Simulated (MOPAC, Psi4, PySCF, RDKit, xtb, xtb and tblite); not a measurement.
Two geometries of C6H9BO3, SMILES OB(O)CCc1ccco1, relaxed at GFN2-xTB with one dihedral held; other torsions can differ between them too.

Structure A

```
19

O      1.4432     1.6665    -0.4437
B      2.0613     0.4636    -0.5058
O      3.1785     0.3634    -1.2609
C      1.5804    -0.8693     0.2538
C      0.1080    -0.8995     0.7104
C     -0.1447     0.0091     1.8642
C     -0.0294    -0.1842     3.2080
C     -0.3702     1.0468     3.8246
C     -0.6671     1.9013     2.8137
O     -0.5356     1.2850     1.6204
H      0.6586     1.7183     0.1065
H      3.4337     1.1848    -1.6834
H      1.7526    -1.7202    -0.4060
H      2.2171    -1.0327     1.1258
H     -0.5390    -0.6115    -0.1207
H     -0.1529    -1.9150     1.0149
H      0.2578    -1.0902     3.7008
H     -0.3908     1.2573     4.8741
H     -0.9758     2.9273     2.8009
```

Structure B

```
19

O      1.2998     1.5444    -0.0157
B      1.9561     0.4042    -0.3616
O      3.0089     0.5051    -1.1946
C      1.5360    -1.0477     0.1838
C      0.3357    -1.6299    -0.5913
C     -0.8368    -0.7107    -0.5438
C     -1.6244    -0.2967     0.4924
C     -2.5474     0.6309    -0.0525
C     -2.2502     0.7145    -1.3758
O     -1.2175    -0.0912    -1.6798
H      0.5335     1.4402     0.5469
H      3.1922     1.3986    -1.4890
H      2.3688    -1.7432     0.0897
H      1.2702    -0.9988     1.2418
H      0.6138    -1.7738    -1.6356
H      0.0612    -2.5983    -0.1653
H     -1.5653    -0.6201     1.5120
H     -3.3206     1.1547     0.4713
H     -2.6827     1.2827    -2.1748
```

**Question.** Which is lower in energy at the level B3LYP-D3(BJ)/def2-SVP // GFN2-xTB run with Psi4, and by how much?

**Answer.** A is lower, by 8.03 kJ/mol (dihedral O1–B2–C4–C5: 20° in A, 80° in B).

E(B) − E(A) in kJ/mol at the other levels, on the same two geometries: GFN2-xTB (xtb and tblite) 5.47; B3LYP/def2-SVP // GFN2-xTB (Psi4) 9.77; PBE/def2-SVP // GFN2-xTB (Psi4) 8.51; PBE-D3(BJ)/def2-SVP // GFN2-xTB (Psi4) 7.42; UFF // GFN2-xTB (RDKit) -66.86; PM7, restricted, heats of formation // GFN2-xTB (MOPAC) 6.23; AM1, restricted, heats of formation // GFN2-xTB (MOPAC) 7.84; GFN1-xTB // GFN2-xTB (xtb) 10.34; restricted B3LYP/6-31G*, spherical d, density fitting // GFN2-xTB (PySCF) 10.86; restricted Hartree-Fock/3-21G, density fitting // GFN2-xTB (PySCF) 21.24; restricted LDA (SVWN5)/6-31G*, spherical d, density fitting // GFN2-xTB (PySCF) 13.61; restricted Hartree-Fock/6-31G*, spherical d, density fitting // GFN2-xTB (PySCF) 10.07.
